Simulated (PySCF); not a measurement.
**Two-component Hartree-Fock for Tm⁺ (thulium, charge +1)**

Start: [Xe] 4f13 6s1; 4f5/2 filled at m_j = -5/2, -3/2, -1/2, +1/2, +3/2, +5/2; 4f7/2 filled at m_j = -5/2, -3/2, -1/2, +1/2, +3/2, +5/2, +7/2; 6s1/2 filled at m_j = +1/2. Calculated with PySCF 2.14 in x2c-TZVPPall-2c (11s11p10d4f2g, 140 functions): generalised Hartree-Fock with the X2C-1e Hamiltonian and a Gaussian nucleus; one run each with spin-orbit coupling (SO) switched off, then screened by Boettger's factors.

| spinor shell | electrons | ε, spin-free (eV) | ε, screened SO (eV) | weight of nominal j (screened SO) | rms radius, screened SO (bohr) |
| --- | --- | --- | --- | --- | --- |
| 1s1/2 | 2 | -59699.3 | -59685.1 | 1.000 | 0.0227 |
| 2s1/2 | 2 | -10207.9 | -10203.6 | 1.000 | 0.0917 |
| 2p1/2 | 2 | -9011.5 | -9707.0 | 1.000 | 0.0783 |
| 2p3/2 | 4 | -9011.5 | -8721.6 | 1.000 | 0.0852 |
| 3s1/2 | 2 | -2354.4 | -2353.1 | 1.000 | 0.235 |
| 3p1/2 | 2 | -1985.3 | -2134.7 | 1.000 | 0.227 |
| 3p3/2 | 4 | -1985.3 | -1922.2 | 1.000 | 0.241 |
| 3d3/2 | 4 | -1526.6 | -1553.9 | 1.000 | 0.214 |
| 3d5/2 | 6 | -1526.6 | -1507.4 | 1.000 | 0.218 |
| 4s1/2 | 2 | -495.87 | -495.53 | 1.000 | 0.530 |
| 4p1/2 | 2 | -372.15 | -406.60 | 0.999 | 0.542 |
| 4p3/2 | 4 | -372.15 | -357.57 | 1.000 | 0.574 |
| 4d3/2 | 4 | -204.67 | -210.96 | 0.993 | 0.612 |
| 4d5/2 | 6 | -204.67 | -200.27 | 0.996 | 0.624 |
| 5s1/2 | 2 | -70.961 | -70.922 | 1.000 | 1.33 |
| 5p1/2 | 2 | -39.718 | -44.178 | 0.993 | 1.51 |
| 4f5/2 | 6 | -20.024 | -21.129 | 0.946 | 0.870 |
| 4f7/2 | 7 | -20.024 | -18.983 | 0.954 | 0.896 |
| 6s1/2 | 1 | -11.186 | -11.192 | 1.000 | 4.04 |

Where does 5p3/2 lie, and what is the 5p spin-orbit splitting (screened SO)?

At -37.870 eV, 6.308 eV above 5p1/2.

```csv
quantity,spin-free,screened SO
E (hartree),-13557.07563,-13569.05504
M_J,4,4
⟨J²⟩,20.011,20.011
⟨L²⟩,12.010,12.108
⟨S²⟩,2.001,2.102
```

Each row is a mean over spinors that exchange with the open shell spreads, by up to 9.496 eV (4d5/2).

Breit and QED terms are absent; they matter most for the inner s and p1/2 levels.

Densities and radii are taken from the X2C orbitals without a picture-change correction, which distorts them close to the nucleus.

Without spin-orbit coupling the j labels of p, d and f shells carry no meaning; the spin-free column gives the mean over the occupied spinors of each nl shell.
